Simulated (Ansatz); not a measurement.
Reaction (ligand exchange at the Si–O bond): `[SiH3]O[Si]S` + `B/C=C/O` → `B/C=C/O[SiH3]` + `O[Si]S`

Computed with Ansatz on PBE0-D4/def2-TZVP structures; ΔE is electronic, products minus reactants. CCSD(T)/CBS is the MP2 limit (def2-TZVPP, def2-QZVPP) plus CCSD(T) − MP2 in def2-TZVPP, frozen cores. This one scheme is used for every species. Double bonds are as drawn, so ΔE can hold a change between cis and trans. DFT in def2-TZVPP. Each species was taken in one conformer, which may not be the lowest.

`[SiH3]O[Si]S`:

Cartesian coordinates in Å:
```
Si 0.121 1.028 0.996
O -0.066 -0.227 -0.056
Si -0.613 -1.781 -0.127
S -0.247 -2.217 -2.210
H -0.665 2.182 0.499
H -0.356 0.641 2.349
H 1.559 1.384 1.055
H 0.266 -1.010 -2.506
```

`B/C=C/O`:

```xyz
9

B    -1.093   -1.097   -0.341
C    -0.295    0.183   -0.330
C     0.774    0.282    0.487
O     1.587    1.325    0.629
H    -0.757   -1.998    0.377
H    -2.050   -1.239   -1.046
H    -0.538    1.044   -0.953
H     1.072   -0.538    1.134
H     1.300    2.037    0.044
```

`B/C=C/O[SiH3]`:

Cartesian coordinates in Å:
```
B 1.523 0.645 -2.078
C 0.924 0.997 -0.734
C 0.125 0.096 -0.134
O -0.458 0.296 1.050
Si -1.453 -0.799 1.823
H 2.242 1.398 -2.669
H 1.270 -0.422 -2.566
H 1.094 1.936 -0.212
H -0.078 -0.863 -0.615
H -2.627 -1.097 0.965
H -0.703 -2.051 2.090
H -1.858 -0.136 3.079
```

`O[Si]S`:

Cartesian coordinates in Å:
```
O 0.182 1.309 0.470
Si -0.263 -0.014 1.343
S -0.317 -1.627 -0.116
H 0.359 1.279 -0.474
H 0.039 -0.947 -1.222
```

(1) Is it downhill or uphill in electronic energy at CCSD(T)/CBS, and by how much? (Best estimate.)

(2) What do these levels give: r2SCAN-D4, PBE0-D4, r2SCAN, PBE0, HF/def2-TZVPP, MP2/CBS(def2)? (Best estimate.)

Largest T1 diagnostic among the species: 0.015.

Results:

(1) Computed: Uphill: ΔE = +0.29 eV.

(2) The calculation gave: r2SCAN-D4 0.32, PBE0-D4 0.32, r2SCAN 0.32, PBE0 0.31, HF/def2-TZVPP 0.33, MP2/CBS(def2) 0.29 eV.

In def2-TZVPP, CCSD(T) changes the Hartree–Fock value by −0.03 eV (the triples alone add −0.00 eV) and MP2 by −0.03 eV.
